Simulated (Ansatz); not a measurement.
Ansatz results at the PBE0-D4/def2-TZVP geometry: HOMO energy (PBE/def2-TZVPP) -5.48 eV; HOMO energy (PBE0/def2-TZVPP) -6.72 eV; HOMO–LUMO gap (B3LYP/def2-TZVPP) 5.63 eV.

Each molecule was computed in one conformer, which needn't be the lowest.

Which molecule gave them?
A. `CC[N](CC)[Hf]([Cl])([Cl])[N](C)C`
B. `[CH3][Hf]([CH3])([NH2])[F]`
C. `[F][Hf]([F])([F])[SeH]`
D. `C[O][Hf]([OH])([Cl])[Cl]`

A. The others give `[CH3][Hf]([CH3])([NH2])[F]`: -5.97, -7.31, 6.35; `C[O][Hf]([OH])([Cl])[Cl]`: -7.25, -8.71, 7.61; `[F][Hf]([F])([F])[SeH]`: -6.55, -7.72, 5.74.

B3LYP here is the variant with VWN-RPA as its local correlation; programs differ in this.
